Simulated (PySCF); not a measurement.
# Excitation energy of P²⁺ by level of theory

P²⁺ [Ne] 3s2 3p1 (2P) → P²⁺ [Ne] 3s1 3p2, s spin flipped, as a difference of total energies. All numbers are calculated (PySCF 2.14, the non-relativistic Hamiltonian (point nucleus), in def2-QZVPPD (10s6p5d2f1g, 76 functions)). Correlated levels: valence and next inner shell: 1s2 frozen. The calculations carry no spin-orbit coupling.

| method | excitation energy (eV) |
| --- | --- |
| UHF | 11.322 |
| MP2 (valence and next inner shell) | 10.440 |
| SCS-MP2 (valence and next inner shell) | 10.374 |

Problem. How much does correlation contribute at MP2 (valence and next inner shell)?

Solution. 10.440 − (11.322) = -0.882 eV, measured against UHF.

The upper determinant mixes two multiplicities, so it lies between the two terms.

The coupled-cluster amplitudes are large for the upper state (T1 above 0.03 or a double amplitude above 0.15), so a single reference is strained.
